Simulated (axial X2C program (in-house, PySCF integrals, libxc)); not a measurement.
# Worked dissociation energy of PdH: CCSD, spin-free

Computed with an in-house all-electron X2C program for linear molecules (integrals from PySCF). Spin-free means the one-electron spin-free X2C Hamiltonian. Basis: Pd dyall-cv3z [12s12p8d5f3g], H dyall-v3z [6s2p1d] (cores contracted in-house); Gaussian nuclei, density fitting, unrestricted open shells. Masses: Pd 105.903 u, H 1.008 u.

Molecular state: M_S = 1/2, Λ = 0 (beyond evenly filled blocks: σα).

Correlated methods: 11 electrons correlated (number of frozen shells: Pd 4 s, 3 p, 1 d; H none), 221 virtual spin orbitals or spinors in MP2, 90 natural virtuals in coupled cluster.

| Quantity | Value |
| --- | --- |
| E(Pd) (2M_S = 0, M_L = 0) | -5043.153925 hartree |
| E(H) (2M_S = 1, M_L = 0) | -0.500004 hartree |
| E(PdH) at Re | -5043.740000 hartree |
| ωe | 2025.0 cm⁻¹ |
| ωexe | 35.9 cm⁻¹ |

Task: Work out De and D0.

Result: De = -5043.153925 + (-0.500004) − (-5043.740000) = 0.08607 hartree = 2.342 eV. The zero-point energy is ωe/2 − ωexe/4 = 1004 cm⁻¹ = 0.124 eV, so D0 = 2.218 eV.

Occupations by symmetry block were frozen at the best pattern of an incomplete PBE0 search. De is counted from the lowest determinant-based energies of the atoms at the same level, without counterpoise correction. CCSD ran in a truncated set of natural virtual spinors with an MP2 remainder; without triples it tends to underbind. The T1 diagnostic is large, a sign of multireference character.

Each atomic determinant is the lowest at this level and need not be a pure term. Totals compare only within one Hamiltonian and basis.
